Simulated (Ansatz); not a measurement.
HB, charge -1, doublet, at the geometry of the source list (a state made from the parent by changing its charge; the spin is typed, not shown lowest) (a gas-phase anion, which may not be bound at this level). Base run: B3LYP/def2-TZVP in Ansatz (an electronic-structure program).

Ansatz was given this input:
Ansatz 0.2 input:
```yaml
crystal:
  periodic: [false, false, false]
  atoms:
    - {symbol: B, position_ang: [0.32270000, 0.09790000, -0.47190000]}
    - {symbol: H, position_ang: [-0.32270000, -0.09790000, 0.47190000]}
basis:
  gaussian:
    orbitals: def2-TZVP
hamiltonian:
  xc: b3lyp
total_charge: -1
magnetization: {spin_polarized: true, initial_magnetization: 1}
```

Variants of this job, named by their change:

```csv
change,ΔE vs base (kcal/mol)
base,0.000
"point_charge = charge:-1.0 position_ang:-1.6561, -1.7502, -2.6477",83.0
nuclear_model = gaussian,0.001
"final_grid = 6, 12, 29",0.000
lower_state_search = full,0.000
"point_charge = charge:1.0 position_ang:2.9912, -1.9226, -0.4158",-121.6
"final_grid = 10, 20, 41",0.000
lower_state_search = light,0.000
lower_state_search = off,0.000
"final_grid = 4, 8, 17",-0.024
"final_grid = 14, 28, 59",0.000
```

A gas-phase anion may not be bound at this level; its values then depend on the basis.
